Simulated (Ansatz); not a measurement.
Start from `[GaH2][SeH]` and change one element to get `[SH][GaH2]`.

Ansatz, PBE0-D4/def2-TZVP geometries, multiplicity 1. 

Scalar relativity is left out up to krypton.

```json
{"property": "HOMO energy (ωB97M-V/def2-TZVPP) / eV", "`[GaH2][SeH]`": "-9.46"}
{"property": "size of the dipole moment (B3LYP/def2-TZVPP) / D", "`[GaH2][SeH]`": "0.87"}
{"property": "HOMO–LUMO gap (ωB97M-V/def2-TZVPP) / eV", "`[GaH2][SeH]`": "9.58"}
{"property": "HOMO–LUMO gap (PBE0/def2-TZVPP) / eV", "`[GaH2][SeH]`": "5.77"}
{"property": "LUMO energy (B3LYP/def2-TZVPP) / eV", "`[GaH2][SeH]`": "-1.83"}
{"property": "LUMO energy (PBE/def2-TZVPP) / eV", "`[GaH2][SeH]`": "-2.33"}
```

Q: What does the change do to each property? (Estimate.)

A: Ansatz gave: 
```json
{"property": "HOMO energy (ωB97M-V/def2-TZVPP) / eV", "`[SH][GaH2]`": "-9.90", "shift": "-0.44"}
{"property": "size of the dipole moment (B3LYP/def2-TZVPP) / D", "`[SH][GaH2]`": "1.08", "shift": "0.21"}
{"property": "HOMO–LUMO gap (ωB97M-V/def2-TZVPP) / eV", "`[SH][GaH2]`": "10.10", "shift": "0.52"}
{"property": "HOMO–LUMO gap (PBE0/def2-TZVPP) / eV", "`[SH][GaH2]`": "6.22", "shift": "0.45"}
{"property": "LUMO energy (B3LYP/def2-TZVPP) / eV", "`[SH][GaH2]`": "-1.77", "shift": "0.06"}
{"property": "LUMO energy (PBE/def2-TZVPP) / eV", "`[SH][GaH2]`": "-2.28", "shift": "0.05"}
```

With PBE0 the HOMO falls by 0.38 eV and the LUMO rises by 0.07 eV, so the gap widens by about 0.45 eV. PBE moves the HOMO by -0.30 eV and ωB97M-V by -0.44 eV. Dipoles are sizes alone; their direction can turn.

B3LYP here is the variant with VWN-RPA as its local correlation; programs differ in this.

Spin–orbit coupling is left out; it splits and shifts lone-pair levels of the heavy atoms by tenths of an eV.
